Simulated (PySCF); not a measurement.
Species: sum formula H2BO2 (charge 0, doublet). It need not be the lowest isomer of its formula. SMILES: O[B]O
Structure (B3LYP-D3(BJ)/def2-TZVP (Ansatz) minimum search):
```
B
O 1 1.3477
H 2 0.9710 1 116.96
O 1 1.3477 2 129.88 3 0.00
H 4 0.9710 1 116.96 2 0.00
```
Charge 0, spin multiplicity 2.

Dispersion corrections to the total energy (kcal/mol) from the dftd3 and dftd4 libraries through PySCF: D3(BJ) without and D4 with the three-body term, each with the damping fitted for the functional named.

| functional | D3(BJ) | D4 |
|---|---|---|
| TPSS | -1.47 | -1.53 |
| PW6B95 | -0.52 | -1.03 |
| B2PLYP | -0.92 | -0.77 |
| HSE06 | -0.69 | [?] |
| BLYP | [?] | -2.63 |
| HF | [?] | -4.77 |
| BHLYP | -1.58 | -1.23 |

Some entries are withheld; supply them.


- HSE06, D4: -0.84
- BLYP, D3(BJ): -2.56
- HF, D3(BJ): -12.08
